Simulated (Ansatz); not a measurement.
Consider the redistribution: `[NH2][Hf]([NH2])([F])[Cl]` + `FC(F)(F)OBCl` → `[NH2][Hf]([NH2])([Cl])[Cl]` + `FBOC(F)(F)F`.

Isolated molecules relaxed with PBE0-D4/def2-TZVP in Ansatz; ΔE leaves out vibrations. CCSD(T)/CBS adds triple-zeta CCSD(T) − MP2 to the extrapolated MP2 energy (def2 sets, frozen cores). DFT in def2-TZVPP. B3LYP here is the variant with VWN-RPA as its local correlation; programs differ in this. Elements past krypton have def2 core potentials. For Hf outer-core shells are correlated without core-valence functions, which leaves a few kJ/mol of doubt a bond. One conformer a species, not always the lowest.

`[NH2][Hf]([NH2])([F])[Cl]`:

```xyz
9

N     0.702   -0.989   -1.184
Hf    0.245    0.642   -0.090
N    -1.175    0.052    1.221
F    -0.478    2.002   -1.220
Cl    2.144    1.410    1.105
H     0.399   -1.177   -2.129
H     1.351   -1.711   -0.901
H    -1.524   -0.889    1.333
H    -1.662    0.660    1.865
```

`FC(F)(F)OBCl`:

Z-matrix (Å, degrees):
```
C
F 1 1.319
F 1 1.331 2 108.6
F 1 1.331 2 108.6 3 -117.2
O 1 1.356 2 108.5 3 121.4
B 5 1.365 1 121.4 2 179.9
Cl 6 1.734 5 116.9 1 180.0
H 6 1.187 5 122.1 1 -0.0
```

`[NH2][Hf]([NH2])([Cl])[Cl]`:

Cartesian coordinates in Å:
```
N 1.347 -0.071 1.017
Hf 0.196 -0.118 -0.634
N -1.666 0.263 0.013
Cl 0.297 -2.278 -1.583
Cl 0.902 1.580 -2.115
H 2.346 -0.225 1.030
H 1.028 0.110 1.957
H -2.099 1.176 0.046
H -2.351 -0.436 0.268
```

`FBOC(F)(F)F`:

```xyz
8

F     0.315   -1.210    2.222
B    -0.056   -0.903    1.002
O     0.401    0.298    0.531
C     0.097    0.742   -0.708
F     0.668    1.918   -0.889
F     0.538   -0.092   -1.649
F    -1.218    0.880   -0.872
H    -0.744   -1.632    0.362
```

```json
{"level": "PBE-D4", "ΔE (kJ/mol)": "-37.3", "difference from CCSD(T)/CBS": "11.7"}
{"level": "r2SCAN-D4", "ΔE (kJ/mol)": "-45.1", "difference from CCSD(T)/CBS": "3.9"}
{"level": "PBE0-D4", "ΔE (kJ/mol)": "-45.7", "difference from CCSD(T)/CBS": "3.3"}
{"level": "B3LYP-D4", "ΔE (kJ/mol)": "-46.1", "difference from CCSD(T)/CBS": "2.9"}
{"level": "ωB97X-V", "ΔE (kJ/mol)": "-41.9", "difference from CCSD(T)/CBS": "7.1"}
{"level": "ωB97M-V", "ΔE (kJ/mol)": "-45.1", "difference from CCSD(T)/CBS": "3.9"}
{"level": "B2PLYP", "ΔE (kJ/mol)": "-46.8", "difference from CCSD(T)/CBS": "2.2"}
{"level": "PBE", "ΔE (kJ/mol)": "-36.5", "difference from CCSD(T)/CBS": "12.5"}
{"level": "r2SCAN", "ΔE (kJ/mol)": "-44.8", "difference from CCSD(T)/CBS": "4.2"}
{"level": "PBE0", "ΔE (kJ/mol)": "-44.8", "difference from CCSD(T)/CBS": "4.2"}
{"level": "B3LYP", "ΔE (kJ/mol)": "-44.7", "difference from CCSD(T)/CBS": "4.3"}
{"level": "HF/def2-TZVPP", "ΔE (kJ/mol)": "-64.0", "difference from CCSD(T)/CBS": "-15.0"}
{"level": "MP2/def2-TZVPP", "ΔE (kJ/mol)": "-50.2", "difference from CCSD(T)/CBS": "-1.2"}
{"level": "SCS-MP2/def2-TZVPP", "ΔE (kJ/mol)": "-49.3", "difference from CCSD(T)/CBS": "-0.3"}
{"level": "CCSD/def2-TZVPP", "ΔE (kJ/mol)": "-50.4", "difference from CCSD(T)/CBS": "-1.4"}
{"level": "CCSD(T)/def2-TZVPP", "ΔE (kJ/mol)": "-49.0", "difference from CCSD(T)/CBS": "0.0"}
{"level": "HF/def2-QZVPP", "ΔE (kJ/mol)": "-63.8", "difference from CCSD(T)/CBS": "-14.8"}
{"level": "MP2/def2-QZVPP", "ΔE (kJ/mol)": "-50.2", "difference from CCSD(T)/CBS": "-1.2"}
{"level": "SCS-MP2/def2-QZVPP", "ΔE (kJ/mol)": "-49.4", "difference from CCSD(T)/CBS": "-0.4"}
{"level": "HF/CBS(def2)", "ΔE (kJ/mol)": "-63.7", "difference from CCSD(T)/CBS": "-14.7"}
{"level": "MP2/CBS(def2)", "ΔE (kJ/mol)": "-50.2", "difference from CCSD(T)/CBS": "-1.2"}
{"level": "CCSD/CBS(def2)", "ΔE (kJ/mol)": "-50.4", "difference from CCSD(T)/CBS": "-1.4"}
{"level": "CCSD(T)/CBS", "ΔE (kJ/mol)": "-49.0", "difference from CCSD(T)/CBS": "0"}
```

Largest T1 diagnostic among the species: 0.014.

In def2-TZVPP, CCSD(T) changes the Hartree–Fock value by +15.0 kJ/mol (the triples alone add +1.4 kJ/mol) and MP2 by +13.7 kJ/mol. From PBE to PBE0 (25 % exact exchange), in def2-TZVPP and without D4, ΔE moves by −8.3 kJ/mol.
